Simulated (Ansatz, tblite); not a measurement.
Cost and result up the ladder for the cluster Cu2Te (3 atoms). The state is a singlet with charge 0. Geometry: B3LYP-D4/def2-TZVP.

```xyz
3

Cu   -1.080    0.336    0.961
Cu    0.258    0.689   -1.289
Te    0.822   -1.025    0.328
```

Ansatz on 2 threads of Arm Neoverse V2 on a shared host; xTB runs through tblite on one thread. Times are rough, summed over both states, and most runs start from the orbitals of an earlier one. PBE-QIDH/def2-TZVP serves as the yardstick here, not as an exact answer. The other state is a quintet at its own geometry.

In the def2 sets Te takes a core potential; there is no spin–orbit coupling. The xTB rows come from tblite. Correlated methods freeze 22 core orbitals; core or outer-core shells of Te are correlated, in sets that lack core-valence functions. The structure comes from a short search, and lower isomers may exist.

Run but left out: HF/STO-3G (quintet: ⟨S²⟩ 8.01, where a pure state has 6.00).

Second-order perturbation terms are unreliable where d shells bring near-degenerate states, and here PBE-QIDH/def2-TZVP lies more than 0.4 eV from the median of the functionals without such a term.

Correlated methods converge slowly with the basis.

xTB has no spin-polarisation term.

| level | functions | quintet − singlet (eV) | difference from PBE-QIDH/def2-TZVP (eV) | remarks |
| --- | --- | --- | --- | --- |
| GFN2-xTB | 27 | 6.70 | 2.39 | – |
| r2SCANh-D4/def2-TZVP | 140 | 3.32 | -0.98 | – |
| BHLYP-D4/def2-TZVP | 140 | 4.11 | -0.19 | – |
| PBE0-D4/def2-TZVP | 140 | 3.75 | -0.56 | – |
| PBE-D4/def2-TZVP (with forces) | 140 | 3.27 | -1.04 | – |
| r2SCAN0-D4/def2-TZVP | 140 | 3.60 | -0.71 | – |
| PBE-QIDH/def2-TZVP | 140 | 4.31 | 0.00 | test for broken spin undecided (singlet) |
| BLYP-D4/def2-TZVP | 140 | 3.23 | -1.07 | – |
| r2SCAN-D4/def2-TZVP | 140 | 3.13 | -1.17 | – |
| RPA@PBE/def2-TZVP | 140 | 3.25 | -1.06 | – |
| GFN1-xTB | 27 | 5.45 | 1.14 | – |

(1) Estimate how long each takes.

## Answers

(1) GFN1-xTB 0.004 s; GFN2-xTB 0.007 s; BLYP-D4/def2-TZVP 6.8 s; PBE-D4/def2-TZVP (with forces) 6.9 s; PBE0-D4/def2-TZVP 13 s; RPA@PBE/def2-TZVP 14 s; r2SCAN-D4/def2-TZVP 17 s; BHLYP-D4/def2-TZVP 17 s; r2SCANh-D4/def2-TZVP 20 s; PBE-QIDH/def2-TZVP 21 s; r2SCAN0-D4/def2-TZVP 24 s. On shared hardware such times vary by a factor of up to 3.
